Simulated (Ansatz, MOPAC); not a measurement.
System: TaOF$_{2}$ (charge +1, singlet). SMILES: [F][Ta+](=[O])[F]

Atoms: Ta1, O2, F3, F4. Bonds: Ta1-O2, Ta1-F3, Ta1-F4.

Bond lengths (Å) and angles (degrees) optimised at PM6 with MOPAC; PBE/6-31G* with LANL2DZ past Ar with Ansatz (an electronic-structure program); B3LYP/LANL2DZ with Ansatz; MP2/6-31G* with LANL2DZ past Ar with Ansatz, each started from the B3LYP-D3(BJ)/def2-TZVP structure (Ansatz) of the last column. A row stands for all coordinates that are equal there. 6-31G* holds six Cartesian d functions. No wavenumbers were computed at PBE/6-31G* with LANL2DZ past Ar, B3LYP/LANL2DZ, MP2/6-31G* with LANL2DZ past Ar, so these may be saddle points.

```csv
coordinate,PM6,PBE/6-31G* with LANL2DZ past Ar,B3LYP/LANL2DZ,MP2/6-31G* with LANL2DZ past Ar,B3LYP-D3(BJ)/def2-TZVP
Ta1-O2,1.587,1.693,1.700,1.725,1.686
Ta1-F3,1.821,1.815,1.841,1.829,1.828
O2-Ta1-F3,94.1,103.4,103.6,103.4,104.9
F3-Ta1-F4,95.8,105.6,106.6,108.4,108.5
```

Mean signed difference of all 3 bond lengths from B3LYP-D3(BJ)/def2-TZVP: PM6 -0.037 Å, PBE/6-31G* with LANL2DZ past Ar -0.006 Å, B3LYP/LANL2DZ 0.014 Å, MP2/6-31G* with LANL2DZ past Ar 0.014 Å.
